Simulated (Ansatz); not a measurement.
Start from `NC[SiH2]Cl` and change one atom or group to get `ClC[SiH2]Cl`.

Ansatz, PBE0-D4/def2-TZVP geometries, multiplicity 1. Each molecule was computed in one conformer, which needn't be the lowest.

| property | `NC[SiH2]Cl` |
| --- | --- |
| ideal-gas entropy at 298 K and 1 bar (rigid rotor, harmonic PBE0-D4/def2-TZVP) / J/(mol·K) | 326 |
| HOMO–LUMO gap (B3LYP/def2-TZVPP) / eV | 6.96 |
| size of the dipole moment (ωB97M-V/def2-TZVPP) / D | 2.01 |
| zero-point energy (PBE0-D4/def2-TZVP) / kJ/mol | 193.2 |
| HOMO–LUMO gap (PBE/def2-TZVPP) / eV | 5.05 |
| LUMO energy (B3LYP/def2-TZVPP) / eV | 0.07 |

Question: What does the change do to each property? (Estimate.)

Answer: Computed: 
```
                                                                                  property  `ClC[SiH2]Cl`  shift
ideal-gas entropy at 298 K and 1 bar (rigid rotor, harmonic PBE0-D4/def2-TZVP) / J/(mol·K)            331      5
                                                     HOMO–LUMO gap (B3LYP/def2-TZVPP) / eV           7.79   0.83
                                        size of the dipole moment (ωB97M-V/def2-TZVPP) / D           0.56  -1.45
                                            zero-point energy (PBE0-D4/def2-TZVP) / kJ/mol          124.0  -69.2
                                                       HOMO–LUMO gap (PBE/def2-TZVPP) / eV           5.90   0.85
                                                       LUMO energy (B3LYP/def2-TZVPP) / eV          -0.34  -0.41
```

With PBE0 the HOMO falls by 1.24 eV and the LUMO falls by 0.43 eV, so the gap widens by about 0.81 eV. PBE moves the HOMO by -1.39 eV and ωB97M-V by -1.07 eV. The zero-point energy changes by -69.2 kJ/mol with -6 modes. Dipoles are sizes alone; their direction can turn.

B3LYP here is the variant with VWN-RPA as its local correlation; programs differ in this.
